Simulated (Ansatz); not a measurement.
Calculation: frozen-core CCSD(T)/cc-pVDZ // r2SCAN-D4/def2-SVP (Ansatz, a quantum-chemistry and plane-wave program). The restricted HF reference is unstable towards unrestricted orbitals.

Ansatz 0.2 input:
```yaml
crystal:
  periodic: [false, false, false]
  atoms:
    - { symbol: B, position_ang: [-1.636629, 2.304843, -0.580002] }
    - { symbol: C, position_ang: [-0.953287, 0.968436, -0.227792] }
    - { symbol: C, position_ang: [-1.725015, -0.145064, 0.145651] }
    - { symbol: C, position_ang: [-1.138567, -1.388831, 0.476268] }
    - { symbol: C, position_ang: [-1.970078, -2.491823, 0.850153] }
    - { symbol: N, position_ang: [-2.649456, -3.388771, 1.154333] }
    - { symbol: C, position_ang: [0.255259, -1.547222, 0.43963] }
    - { symbol: C, position_ang: [1.070296, -0.464993, 0.072854] }
    - { symbol: C, position_ang: [2.501815, -0.406915, -0.029638] }
    - { symbol: C, position_ang: [2.939144, 0.826085, -0.418245] }
    - { symbol: S, position_ang: [1.650656, 1.964812, -0.676087] }
    - { symbol: C, position_ang: [0.452844, 0.776736, -0.255379] }
    - { symbol: H, position_ang: [-0.978768, 3.265111, -0.90218] }
    - { symbol: H, position_ang: [-2.839187, 2.388548, -0.532418] }
    - { symbol: H, position_ang: [-2.813164, -0.047862, 0.182073] }
    - { symbol: H, position_ang: [0.700642, -2.512075, 0.69668] }
    - { symbol: H, position_ang: [3.164034, -1.249412, 0.178578] }
    - { symbol: H, position_ang: [3.96946, 1.148397, -0.574479] }
basis:
  gaussian: { orbitals: cc-pVDZ }
correlation:
  method: ccsd_t
```

Output:

```
Functional definition: HF
1912 factors; integrals over basis functions are off by at most 1.0e-3 eV
mean field evaluation 1: about -22333.4898 eV, gradient 4.3e1 eV
mean field evaluation 2: about -22334.0523 eV, gradient 4.3e1 eV
mean field evaluation 4: about -22339.9420 eV, gradient 8.8e0 eV
mean field evaluation 8: about -22340.1856 eV, gradient 6.4e-1 eV
mean field evaluation 16: about -22340.1884 eV, gradient 2.4e-6 eV
mean field evaluation 32: about -22330.1243 eV, gradient 2.8e0 eV
mean field -22340.18843906 eV, -820.9867824119 hartree, gradient 2.4e-6 eV, S^2 0.000000; 0 other end points of the search recorded, 0 dependent functions left out; unrestricted orbitals would lower it
16 core orbitals not correlated
reference -22340.18843906 eV, -820.9867824119 hartree; 28, 28 occupied and 158, 158 virtual orbitals, 1912 factors
second order -41.40107951 eV of doubles, -0.00000000 eV of singles
cycle   1  -41.04888490 eV  change    3.5e-1 eV  update   1.8e-1
cycle   2  -42.40235994 eV  change    -1.4e0 eV  update   5.9e-2
cycle   3  -42.71485962 eV  change   -3.1e-1 eV  update   2.7e-2
cycle   4  -42.71614037 eV  change   -1.3e-3 eV  update   8.5e-3
cycle   5  -42.71884679 eV  change   -2.7e-3 eV  update   4.6e-3
cycle   6  -42.72144788 eV  change   -2.6e-3 eV  update   1.5e-3
cycle   7  -42.72041557 eV  change    1.0e-3 eV  update   7.0e-4
cycle   8  -42.72018918 eV  change    2.3e-4 eV  update   3.1e-4
cycle   9  -42.72020135 eV  change   -1.2e-5 eV  update   1.3e-4
cycle  10  -42.72013825 eV  change    6.3e-5 eV  update   5.5e-5
cycle  11  -42.72008004 eV  change    5.8e-5 eV  update   2.7e-5
perturbative correction -2.07840794 eV, -0.0763800831 hartree
Total energy: -22384.98692705 eV, -822.6330964799 hartree
```

Cost: very roughly 12 core-minutes.
